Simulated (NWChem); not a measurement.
System: CH$_{3}$OS, doublet; SMILES C[S]=O

Input file for NWChem:

```
start job
memory heap 200 mb stack 900 mb global 1100 mb
geometry units angstroms noautosym nocenter noautoz
  C      0.339292     1.400087     0.000000
  S     -0.517496    -0.217034     0.000000
  O      0.580186    -1.286042     0.000000
  H      0.962827     1.486335     0.894279
  H     -0.423725     2.185369     0.000000
  H      0.962827     1.486335    -0.894279
end
basis spherical
  * library def2-svp
end
dft
  odft
  mult 2
  xc m05-2x
  iterations 150
end
cosmo
  dielec 3.9
end
task dft energy
```

NWChem printed, in part:

```
             Northwest Computational Chemistry Package (NWChem) 7.3.0
             --------------------------------------------------------

                             Geometry "geometry" -> ""
                             -------------------------

 Output coordinates in angstroms (scale by  1.889725989 to convert to a.u.)

  No.       Tag          Charge          X              Y              Z
 ---- ---------------- ---------- -------------- -------------- --------------
    1 C                    6.0000     0.33929200     1.40008700     0.00000000
    2 S                   16.0000    -0.51749600    -0.21703400     0.00000000
    3 O                    8.0000     0.58018600    -1.28604200     0.00000000
    4 H                    1.0000     0.96282700     1.48633500     0.89427900
    5 H                    1.0000    -0.42372500     2.18536900     0.00000000
    6 H                    1.0000     0.96282700     1.48633500    -0.89427900

 Effective nuclear repulsion energy (a.u.)     105.5281250036

                                 NWChem DFT Module
                                 -----------------

 Summary of "ao basis" -> "ao basis" (spherical)
 ------------------------------------------------------------------------------
       Tag                 Description            Shells   Functions and Types
 ---------------- ------------------------------  ------  ---------------------
 C                          def2-svp                 6       14   3s2p1d
 S                          def2-svp                 8       18   4s3p1d
 O                          def2-svp                 6       14   3s2p1d
 H                          def2-svp                 3        5   2s1p

 in cosmo_initialize ...

 solvent parameters
 solvname_short: unkn
 solvname_long:  unknown
 dielec:        3.9000

          ---------------
          -cosmo- solvent
          ---------------
 Cosmo: York-Karplus, doi: 10.1021/jp992097l
 dielectric constant -eps-     =   3.90
 screen = (eps-1)/(eps    )    =   0.74359
 surface charge correction     = lagrangian

   van der Waals surface
 --------------------------

[...]

                                   COSMO solvation results
                                   -----------------------

                 gas phase energy =      -513.021985370938
                 sol phase energy =      -513.028588002656
 (electrostatic) solvation energy =         0.006602631718 (    4.14 kcal/mol)

                    DFT Final Alpha Molecular Orbital Analysis
                    ------------------------------------------

 Vector   15  Occ=1.000000D+00  E=-4.600210D-01
              MO Center=  9.1D-02,  1.7D-02,  6.1D-10, r^2= 3.1D+00
   Bfn.  Coefficient  Atom+Function         Bfn.  Coefficient  Atom+Function
  ----- ------------  ---------------      ----- ------------  ---------------
    37      0.393007  3 O  py                40      0.268433  3 O  py
     4     -0.263662  1 C  px                22      0.258377  2 S  px
    52      0.232938  5 H  s                 25      0.217273  2 S  px
    18     -0.213746  2 S  s                 19      0.140121  2 S  px
    47     -0.128878  4 H  s                 57     -0.128878  6 H  s

 Vector   16  Occ=1.000000D+00  E=-3.507186D-01
              MO Center=  1.1D-01, -4.3D-01,  2.2D-09, r^2= 2.3D+00
   Bfn.  Coefficient  Atom+Function         Bfn.  Coefficient  Atom+Function
  ----- ------------  ---------------      ----- ------------  ---------------
    36      0.391363  3 O  px                39      0.306666  3 O  px
    37      0.293628  3 O  py                18      0.264844  2 S  s
     5      0.262911  1 C  py                40      0.246506  3 O  py
    25     -0.240866  2 S  px                22     -0.220278  2 S  px
     3     -0.187416  1 C  s                  8      0.134919  1 C  py

 Vector   17  Occ=1.000000D+00  E=-3.012331D-01
              MO Center= -1.8D-01, -3.7D-01,  1.6D-08, r^2= 2.0D+00
   Bfn.  Coefficient  Atom+Function         Bfn.  Coefficient  Atom+Function
  ----- ------------  ---------------      ----- ------------  ---------------
    27      0.590562  2 S  pz                24      0.430705  2 S  pz
    38     -0.392245  3 O  pz                41     -0.338723  3 O  pz
    21      0.228883  2 S  pz                47     -0.112574  4 H  s
    57      0.112574  6 H  s                  6     -0.100109  1 C  pz
    48     -0.097453  4 H  s                 58      0.097453  6 H  s

 Vector   18  Occ=0.000000D+00  E= 8.850016D-02
              MO Center= -3.3D-01,  6.2D-02, -4.4D-09, r^2= 3.1D+00
   Bfn.  Coefficient  Atom+Function         Bfn.  Coefficient  Atom+Function
  ----- ------------  ---------------      ----- ------------  ---------------
     3      1.215906  1 C  s                 26     -1.107392  2 S  py
    35     -0.530929  3 O  s                 48     -0.452560  4 H  s
    58     -0.452560  6 H  s                 39      0.365196  3 O  px
     8     -0.336821  1 C  py                23     -0.272651  2 S  py
    36      0.241870  3 O  px                53     -0.233915  5 H  s

 Vector   19  Occ=0.000000D+00  E= 1.139546D-01
              MO Center=  1.2D-01,  6.5D-01, -4.8D-09, r^2= 3.9D+00
   Bfn.  Coefficient  Atom+Function         Bfn.  Coefficient  Atom+Function
  ----- ------------  ---------------      ----- ------------  ---------------
     3      2.016648  1 C  s                 18     -1.174122  2 S  s
    25     -0.971849  2 S  px                53     -0.701306  5 H  s
    48     -0.678189  4 H  s                 58     -0.678189  6 H  s
    35      0.599050  3 O  s                 40      0.394025  3 O  py
     8     -0.365540  1 C  py                37      0.248631  3 O  py

[...]
```

Level: M05-2X/def2-SVP, spin-unrestricted, COSMO on the gas-phase geometry. In the optimisation the excess spin sits in a" (Cs, its own frame). Structure relaxed at the B3LYP/6-31G* (spherical d), spin-unrestricted level. No stability test was run on the SCF state. COSMO prints the solvation energy as gas minus solution, so a positive value is a stabilisation.
